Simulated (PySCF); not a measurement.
## Dipole moment and polarisability of `COC(=O)[C@@H]1C=NCC1`

C₆H₉NO₂.
Numbering: `[CH3:1][O:2][C:3](=[O:4])[C@@H:5]1[CH:6]=[N:7][CH2:8][CH2:9]1` (hydrogens: H10, H11, H12 on C1; H13 on C5; H14 on C6; H15, H16 on C8; H17, H18 on C9)

Cartesian coordinates in Å at the GFN2-xTB level; atoms count from 1:
```
atom  x, y, z in Å
C1     2.6353    0.2084    0.9128
O2     1.2775   -0.0190    0.5631
C3     0.9787    0.0588   -0.7369
O4     1.7819    0.3078   -1.5969
C5    -0.5022   -0.1403   -0.9870
C6    -1.1934    1.1757   -0.6710
N7    -1.9769    1.1641    0.3069
C8    -2.0283   -0.1457    0.9011
C9    -1.2101   -1.0921   -0.0124
H10    3.0199    1.0830    0.3851
H11    2.6520    0.3670    1.9882
H12    3.2433   -0.6587    0.6463
H13   -0.6272   -0.4031   -2.0395
H14   -1.0068    2.0705   -1.2411
H15   -1.6045   -0.0721    1.9059
H16   -3.0726   -0.4473    0.9998
H17   -0.5045   -1.6858    0.5630
H18   -1.8708   -1.7649   -0.5575
```

Level: PBE0/def2-SVPD (PySCF), static field, nuclei fixed, core orbitals frozen in the response. The polarisability tensor in these axes (au):

```
x   90.53  0.90 -6.44
y    0.90 70.24 -3.22
z   -6.44 -3.22 81.23
```

**Question.** What are the eigenvalues, a third of the trace, and Δα (Δα² = ½Σ(αi − αj)² over the three pairs)?

**Answer.** Principal values 69.33, 78.63 and 94.04 au; mean 80.67 au = 11.95 Å³ = 13.30 × 10⁻⁴⁰ C²·m²/J; Δα = 21.62 au (27 % of the mean).

**Question.** What is the dipole moment, and where does it point?

**Answer.** (0.38, -1.70, 1.24) D, 2.14 D in size, pointing from the negative to the positive side. Measured along this direction, the outermost atoms are H14 at the negative end and H17 and H12 at the positive end.

**Question.** How large is μ²/3kT at 298 K beside α?

**Answer.** In Gaussian units μ²/3kT = 37.19 Å³ against 11.95 Å³, a ratio of 3.11; the Debye molar polarisation (4π/3)N_A(α + μ²/3kT) is 124.0 cm³/mol, leaving out the vibrational part.

**Question.** Along which axes do the principal values lie, and how far do the nuclei extend along each?

**Answer.** Largest value along (0.88, 0.10, -0.47), where the nuclei span 5.79 Å; middle along (0.47, -0.27, 0.84), 4.90 Å; least along (0.05, 0.96, 0.28), 3.52 Å. The response follows the extents in order.

**Question.** Give the eigenvalues of the traceless quadrupole moment Θ = ½Σq(3rr − r²1), origin at the centre of nuclear charge.

**Answer.** -14.76, 1.99, 12.77 D·Å. The values depend on the origin, since the dipole doesn't vanish. The electronic extent ⟨r²⟩ about the same centre is 1184 bohr², a root-mean-square distance of 2.21 Å for the 68 electrons.

Isolated species at its GFN2-xTB geometry (one conformer only).

These values come from a run that also computed excited states. Time: 44 s of wall time; peak memory 1.0 GiB. Hardware: one thread, Arm Neoverse V2 (aarch64), on a shared host.
